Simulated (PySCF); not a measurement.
Gas-phase equilibrium of 1 mol TiCl₄, 27 mol O₂ at 1000 K and 0.00100 bar, among 9 species (ClO, O₂, O, TiCl₄, O₃, TiOCl₂, Cl, Cl₂, TiO₂). Only gases are allowed; each row takes one source of thermochemistry for all species, and Cantera finds the minimum.

Method: PySCF energies plus ideal-gas RRHO corrections (1 bar). 'Table' is the NASA 1993 thermochemical table (part measured, part estimated). After a fit of one offset per element over all species, the range-separated, M06-2X, PBE0/def2-QZVP and CCSD(T)/def2-TZVPP enthalpies, where run, lie to one side of the table for TiOCl₂ (-50 kJ/mol): a fault of the table's entry, another state or a shared error of the levels is possible; this was not checked at source. S°(298 K) at PBE0/def2-TZVP differs from the NASA 1993 table for TiOCl₂ (+10 J/mol/K); whether the harmonic model or the table's entry is off was not settled. † marks an energy on the PBE0/def2-TZVP geometry and frequencies. Open shells (unrestricted) among the columns below: ClO (multiplicity 2, electronic degeneracy 4), O₂ (multiplicity 3), Cl (multiplicity 2, electronic degeneracy 6); the rest are closed-shell singlets. Spin-orbit splitting is ignored; it lowers the true energy and changes the entropy of ClO, Cl. B3LYP is the form with VWN-RPA correlation. The harmonic model lacks anharmonicity and excited electronic states, which grow with temperature; levels with a mode under 35 cm⁻¹ are left out. Soft modes under 120 cm⁻¹ make the harmonic entropy rough for TiCl₄, TiOCl₂. The table's entry may be an old estimate for ClO, TiOCl₂ (not checked at source).

Molecules larger than those listed are left out. Table species left out: Ti, TiCl, TiCl2, TiCl3, TiO, TiOCl.

With table thermochemistry: O₂ 0.96, TiCl₄ 0.035, TiOCl₂ 0.00040, Cl₂ 0.00030, Cl 0.00021, ClO 4.1e-7.

Q: How far does the composition move with the other sources (B3LYP/def2-TZVP†, M06-2X/def2-TZVP†, ωB97M-V/def2-TZVP†, ωB97X-V/def2-TZVP†)?

A: 
```tsv
thermochemistry	x O₂	x TiCl₄	x TiOCl₂	x Cl₂	x Cl	x ClO
table	0.96	0.035	0.00040	0.00030	0.00021	4.1e-7
B3LYP/def2-TZVP†	0.96	0.030	0.0053	0.0042	0.0023	2.2e-6
M06-2X/def2-TZVP†	0.96	0.033	0.0030	0.0027	0.00061	4.2e-7
ωB97M-V/def2-TZVP†	0.96	0.029	0.0069	0.0065	0.00074	1.3e-6
ωB97X-V/def2-TZVP†	0.96	0.030	0.0061	0.0055	0.0011	9.1e-7
```
The most sensitive of these is Cl₂: it spans a factor of 10^1.3 over these rows; at this temperature one factor of ten is RT ln 10 = 19 kJ/mol.
